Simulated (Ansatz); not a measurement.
A nudged elastic band was laid between two geometries of CH$_{2}$AlNSe (6 atoms, charge 0, multiplicity 1).

The calculation used Ansatz, UKS PBE/def2-SVP.

```yaml
movable_images: 5
climbing_image: yes
spring: 5.0 eV/Å²
optimiser: quadratic models (default)
start_path: through a guess of the saddle point
force_threshold: 0.03 eV/Å
iteration_limit: 60
end_points: relaxed
```

Image 0:

```xyz
6
Properties=species:S:1:pos:R:3
N 0.521 0.663 -1.588
C 0.311 0.422 -0.443
Al -0.221 -0.263 1.387
Se -1.317 -1.982 0.574
H 0.448 0.485 -2.587
H 0.300 0.611 2.610
```

Image 6:

```xyz
6
Properties=species:S:1:pos:R:3
N 0.341 0.358 -2.098
C 0.216 0.257 -0.918
Al 0.441 0.737 1.137
Se -0.858 -1.215 1.669
H 0.663 0.775 -2.969
H -0.761 -0.976 3.134
```

(1) What changes between the two ends?

(2) What energy profile does the band end with?

(3) What is the geometry of the highest image?

(4) What are the harmonic wavenumbers there?

## Answers

(1) Bonds broken: Al3–H6. Bonds formed: Se4–H6.

(2) The forces met the threshold. The highest image is number 3 of 0 to 6, 140.5 kJ/mol above the first end and 93.9 kJ/mol above the last; the last end lies 46.6 kJ/mol above the first. A vibrational analysis at the climbing image gives one clearly imaginary mode, 641i cm⁻¹: a first-order saddle point. The orbitals were unrestricted but ended closed-shell.

```json
{"image": "0", "path coordinate (Å)": "0.00", "energy (kJ/mol)": "0.0", "Al3–H6 (Å)": "1.59", "Se4–H6 (Å)": "3.67"}
{"image": "1", "path coordinate (Å)": "1.02", "energy (kJ/mol)": "25.8", "Al3–H6 (Å)": "1.59", "Se4–H6 (Å)": "3.67"}
{"image": "2", "path coordinate (Å)": "2.03", "energy (kJ/mol)": "81.9", "Al3–H6 (Å)": "1.56", "Se4–H6 (Å)": "3.09"}
{"image": "3", "path coordinate (Å)": "3.05", "energy (kJ/mol)": "140.5", "Al3–H6 (Å)": "1.66", "Se4–H6 (Å)": "2.05"}
{"image": "4", "path coordinate (Å)": "4.23", "energy (kJ/mol)": "117.6", "Al3–H6 (Å)": "2.48", "Se4–H6 (Å)": "1.50"}
{"image": "5", "path coordinate (Å)": "5.41", "energy (kJ/mol)": "72.1", "Al3–H6 (Å)": "2.82", "Se4–H6 (Å)": "1.48"}
{"image": "6", "path coordinate (Å)": "6.59", "energy (kJ/mol)": "46.6", "Al3–H6 (Å)": "2.89", "Se4–H6 (Å)": "1.49"}
```

(3) 
```xyz
6
Properties=species:S:1:pos:R:3
N 0.203 -0.042 -1.715
C 0.031 -0.129 -0.456
Al 0.116 1.017 1.241
Se -0.463 -1.570 0.650
H 0.476 0.917 -1.988
H -0.320 -0.256 2.221
```

(4) 641i, 279, 322, 342, 382, 491, 579, 750, 1102, 1607, 1701, 3356 cm⁻¹.

The run took 2.4 min on 2 threads of Intel(R) Xeon(R) 6975P-C (Granite Rapids) (shared host), peak memory 0.23 GiB.
